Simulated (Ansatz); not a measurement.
Process, species as SMILES: C=CC[SiH2]CC=C [bis(prop-2-enyl)silane] + 4 C (CH4) + [SiH4] (SiH4) -> 2 C=C (C2H4) [ethene] + 2 CC (C2H6) + 2 C[SiH3] [methylsilane]
Each molecule is optimised on its own at B3LYP-D3(BJ)/def2-TZVP (Ansatz, a program for electronic structure), one conformer each, not searched for the lowest.

Quantity: bond separation energy (electronic energy difference), in kcal/mol. Correlated levels leave the core frozen unless marked. No spin-orbit coupling. Non-relativistic. CBS(X,Y): correlation extrapolated as X^-3; Hartree-Fock from the larger set. [CCSD(T)-MP2]/basis is that difference in the basis named.

```
level                                                                 program  bond separation energy (kcal/mol)  minus last row
-------------------------------------------------------------  --------------  ---------------------------------  --------------
HF/STO-3G                                                              Ansatz                                8.1            -3.7
HF/6-31G*                                                              Ansatz                                6.4            -5.4
HF/aug-cc-pV(T+d)Z                                                     Ansatz                                5.0            -6.8
revPBE/def2-TZVPD                                                      Ansatz                                9.5            -2.3
r2SCAN-D4/def2-TZVPD                                           Ansatz + dftd4                               13.9             2.1
B97M-V/def2-TZVPD                                                      Ansatz                               13.5             1.7
PBE0/def2-TZVP                                                         Ansatz                               10.3            -1.5
BHLYP-D3(BJ)/def2-TZVPD                                        Ansatz + dftd3                               11.6            -0.2
r2SCANh-D4/def2-TZVPD                                          Ansatz + dftd4                               13.5             1.7
CAM-B3LYP/def2-TZVPD                                                   Ansatz                                9.1            -2.7
B2PLYP/def2-TZVPD                                                      Ansatz                               10.8            -1.0
RI-MP2/aug-cc-pV(T+d)Z                                                 Ansatz                               14.8             3.0
CCSD/aug-cc-pV(T+d)Z                                                   Ansatz                               10.6            -1.2
CCSD(T)/6-31G*                                                         Ansatz                               12.5             0.7
RI-MP2/CBS(cc-pV(T+d)Z,cc-pV(Q+d)Z)+[CCSD(T)-MP2]/cc-pV(T+d)Z          Ansatz                               11.8             0.0
```
